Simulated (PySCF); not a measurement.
Several structures and their simulated spectra, in scrambled order.

A. SMILES CC(=O)/C=C(/Cl)OCF
B. SMILES Fc1ccc(NNC)cc1
C. 4-fluoroaniline (SMILES c1c(F)ccc(N)c1)
D. SMILES C=C[C@@H](Cl)[C@H](F)C(=O)O

Spectrum 1. ¹³C{¹H} NMR (computed): δ 164.4 (C), 148.1 (C), 122.2 (CH), 116.9 (CH).

Spectrum 2. ¹³C{¹H} NMR (computed): δ 172.6 (C), 142.0 (CH), 130.1 (CH2), 91.9 (CH), 65.1 (CH).

Spectrum 3. ¹³C{¹H} NMR (computed): δ 165.5 (C), 149.0 (C), 121.8 (CH), 116.0 (CH), 39.9 (CH3).

Spectrum 4. ¹³C{¹H} NMR (computed): δ 195.5 (C), 160.6 (C), 116.4 (CH), 106.2 (CH2), 34.4 (CH3).

PySCF calculation with GIAO PBE0/pcSseg-1 shieldings and geometry from GFN2-xTB; in vacuum, rapidly exchanging positions averaged, no relativistic terms, one computed conformer.

Chemical shifts δ = σref − σ; ¹³C (σref 186.93) vs TMS, all at this level. Splittings of carbon signals by F and P are missing where no couplings were computed. Acid and N–H amide carbonyl carbons lie up to 10 ppm further downfield in solution (hydrogen bonding). Shifts are as computed. Against solution values, carbons near 30 ppm lie about +3 ppm off and those near 130 ppm about +5 ppm; carbons on Cl a further +6 ppm. Of 1211 compounds with measured shifts, 218 miss one by over three times the rms of a fit or turn the order of signals round; such compounds aren't used in these exercises. Carbons bonded to Cl come out too deshielded.

Match each spectrum to its structure.

## Answers

1–C, 2–D, 3–B, 4–A.

- Spectrum 1 (C): 4 ¹³C signals; δC 164.4 is an aromatic carbon bearing fluorine; δC 148.1 is an aromatic carbon bearing nitrogen.
- Spectrum 2 (D): 5 ¹³C signals; δC 172.6 is a carboxylic acid carbon; δC 142.0 is an alkene CH.
- Spectrum 3 (B): 5 ¹³C signals; δC 165.5 is an aromatic carbon bearing fluorine; δC 149.0 is an aromatic carbon bearing nitrogen.
- Spectrum 4 (A): 5 ¹³C signals; δC 195.5 is a ketone carbonyl carbon; δC 160.6 is an alkene carbon bearing oxygen.
